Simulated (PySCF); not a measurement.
# Atomic charges against the basis set

Compound: C5H3ClOS.
Numbering: `[O:1]=[C:2]([Cl:3])[c:4]1[cH:5][cH:6][cH:7][s:8]1` (hydrogens: H9 on C5; H10 on C6; H11 on C7)

PBE0 throughout (PySCF), one geometry, spherical d and f functions. Geometry: PBE0-D3(BJ)/def2-SVP, one conformer, isolated molecule. The first 7 of 11 kinds of atom are listed.

Mulliken charges (e):

```csv
basis,functions,O1,C2,Cl3,C4,C5,C6,C7
cc-pVDZ,135,-0.154,+0.125,-0.108,-0.179,+0.049,+0.044,-0.138
def2-SVP,135,-0.146,+0.203,-0.140,-0.233,+0.058,-0.015,-0.088
aug-cc-pVDZ,219,-0.527,-0.202,-0.177,+0.966,+1.001,+0.153,-0.052
def2-TZVP,278,-0.231,+0.203,-0.116,-0.004,-0.148,-0.146,-0.141
cc-pVTZ,290,-0.210,+0.216,-0.141,-0.057,-0.099,-0.145,-0.138
IGLO-III,328,-0.398,+0.310,-0.024,-0.090,-0.132,-0.113,-0.225
```

IAO charges (e):

```json
{"basis": "cc-pVDZ", "functions": "135", "O1": "-0.351", "C2": "+0.352", "Cl3": "-0.105", "C4": "-0.218", "C5": "-0.137", "C6": "-0.178", "C7": "-0.289"}
{"basis": "def2-SVP", "functions": "135", "O1": "-0.354", "C2": "+0.347", "Cl3": "-0.095", "C4": "-0.220", "C5": "-0.134", "C6": "-0.175", "C7": "-0.286"}
{"basis": "aug-cc-pVDZ", "functions": "219", "O1": "-0.371", "C2": "+0.362", "Cl3": "-0.103", "C4": "-0.217", "C5": "-0.139", "C6": "-0.183", "C7": "-0.291"}
{"basis": "def2-TZVP", "functions": "278", "O1": "-0.374", "C2": "+0.363", "Cl3": "-0.099", "C4": "-0.228", "C5": "-0.138", "C6": "-0.181", "C7": "-0.301"}
{"basis": "cc-pVTZ", "functions": "290", "O1": "-0.370", "C2": "+0.363", "Cl3": "-0.102", "C4": "-0.223", "C5": "-0.139", "C6": "-0.182", "C7": "-0.297"}
{"basis": "IGLO-III", "functions": "328", "O1": "-0.376", "C2": "+0.359", "Cl3": "-0.094", "C4": "-0.227", "C5": "-0.140", "C6": "-0.183", "C7": "-0.303"}
```

Task: Which scheme is steadiest as the basis changes?

Result: Largest range over the bases for any column: IAO 0.02 e, Mulliken 1.20 e. IAO charges move least and Mulliken charges most, counted in e.

Task: How much do the charges still move between the two largest bases, cc-pVTZ and IGLO-III?

Result: At most, over all atoms: Mulliken 0.229 e, IAO 0.012 e.

Task: What do the same runs give for the total energy, the frontier levels and the dipole moment?

Result: 
| basis | energy (Eh) | HOMO (eV) | LUMO (eV) | μ (D) |
| --- | --- | --- | --- | --- |
| cc-pVDZ | -1125.3868 | -7.59 | -2.15 | 4.09 |
| def2-SVP | -1124.8945 | -7.68 | -2.20 | 4.05 |
| aug-cc-pVDZ | -1125.4054 | -7.71 | -2.37 | 4.27 |
| def2-TZVP | -1125.4870 | -7.69 | -2.31 | 4.21 |
| cc-pVTZ | -1125.4882 | -7.67 | -2.28 | 4.19 |
| IGLO-III | -1125.4828 | -7.67 | -2.29 | 4.13 |

The dipole is fixed by the density alone, so its range of 0.22 D shows that the density itself changes with the basis, not only its division among atoms.
